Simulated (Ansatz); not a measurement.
Ideal-gas functions of `[NH2][Al]([OH])[CH]=O` at 800 K and 1 bar, from an Ansatz frequency run at PBE0-D4/def2-TZVP.

Molar mass 89.03 g/mol, point group Cs (symmetry number 1), electronic degeneracy 1, moments of inertia 83.294, 181.962, 265.256 u Å². Harmonic wavenumbers (cm⁻¹, unscaled): 80, 99, 199, 221, 288, 300, 370, 423, 569, 598, 653, 803, 820, 922, 1388, 1560, 1735, 2802, 3611, 3706, 3974.

Use S(trans) = R[1.5 ln M + 2.5 ln T − 1.1517]; rotational temperatures θ = 24.2544 K / I; S(rot) = R[ln(√π/σ · √(T³/θAθBθC)) + 1.5]; for each mode x = 1.438777 ν̃/T, S = R[x/(eˣ − 1) − ln(1 − e⁻ˣ)] and H = RT x/(eˣ − 1); 1 cm⁻¹ = 0.0119627 kJ/mol; R = 8.31446 J/(mol·K).

Problem. By hand: the entropy, in J/(mol·K).

Solution. Translation 185.4. Rotation: θ = 0.2912, 0.1333, 0.0914 K, giving 124.1. Vibration, mode by mode: 24.44, 22.67, 16.90, 16.04, 13.88, 13.54, 11.85, 10.79, 8.48, 8.10, 7.44, 5.95, 5.80, 5.00, 2.58, 2.02, 1.57, 0.33, 0.09, 0.08, 0.05, in all 177.6. Electronic 0.0. Sum 487.1 J/(mol·K).

Problem. By hand: H − E and G − E in kJ/mol, counted from the electronic energy.

Solution. Zero-point energy ½ × 25121 × 0.0119627 = 150.3; thermal vibration 65.9; translation, rotation and pV give 4 RT = 26.6. H − E = 242.8 kJ/mol, and G − E = 242.8 − 800 × 487.1/1000 = -146.9 kJ/mol.

Vibration gives 36 % of the entropy, 47.1 J/(mol·K) of it from the modes under 150 cm⁻¹: soft modes count most, and the harmonic formula is weakest for them. The sum counts one conformer and one mirror image; others add a mixing term.
